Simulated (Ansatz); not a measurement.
Frontier orbitals of CH₃InO₂Se, SMILES `O=[C]([SeH])[InH][OH]`.

Charge 0, multiplicity 1. Correlated methods include outer-core shells of In, Se, which these sets cover unevenly. Scalar relativity is left out up to krypton. In takes the def2 core potential. All single points use the PBE0-D4/def2-TZVP geometry. It is one conformer, not always the lowest. Basis def2-TZVPP, Ansatz.

Orbital energies of one run (eV). Highest occupied ones, from the top: -7.88, -8.53, -10.14, -10.47, -11.33, -12.04, -13.39, -14.26, -14.41, -14.97, -17.52, -22.59, -24.08, -24.29. Empty: -1.52, -0.43, 0.13, 0.58, 1.48, 1.78.

**Question.** Which functional gave them?
A. PBE0
B. ωB97M-V
C. BHLYP
D. r2SCAN0

**Answer.** C. HOMO energies: BHLYP -7.88, r2SCAN0 -6.97, PBE0 -6.80, ωB97M-V -8.83 eV.
